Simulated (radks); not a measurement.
Ionisation of neutral zinc, [Ar] 3d10 4s2, to [Ar] 3d10 4s1 as the strength of local exchange is varied. Method: Dirac Kohn-Sham, Slater X-alpha exchange (alpha = 2/3 is LDA exchange), no correlation, spin-unpolarised, spherical densities, point nucleus; computed with a radial shooting solver on a logarithmic mesh with Libxc functionals.

\begin{tabular}{lrrrrr}
alpha & E(Zn) (hartree) & exchange (hartree) & IE (eV) & -e of the level emptied (eV) & <r> of it (bohr) \\ \hline
0.667 & -1790.76288 & -66.14105 & 9.106 & 5.194 (4s1/2) & 2.686 \\
0.672 & -1791.25877 & -66.65675 & 9.142 & 5.227 (4s1/2) & 2.682 \\
0.731 & -1797.12137 & -72.76411 & 9.579 & 5.623 (4s1/2) & 2.641 \\
0.941 & -1818.15485 & -94.83118 & 11.203 & 7.123 (4s1/2) & 2.507 \\
0.945 & -1818.55801 & -95.25647 & 11.235 & 7.153 (4s1/2) & 2.504 \\
0.976 & -1821.68564 & -98.55872 & 11.485 & 7.386 (4s1/2) & 2.486 \\
\end{tabular}

NIST Atomic Spectra Database: 9.394 eV (measured). The Delta-SCF value meets it near alpha = 0.71. Spin polarisation and multiplet splitting are left out, so open shells lie too high by an amount that depends on their filling.

Beside tabulated values, note that spin-unpolarised runs miss the spin-polarisation part of the exchange energy of open shells.
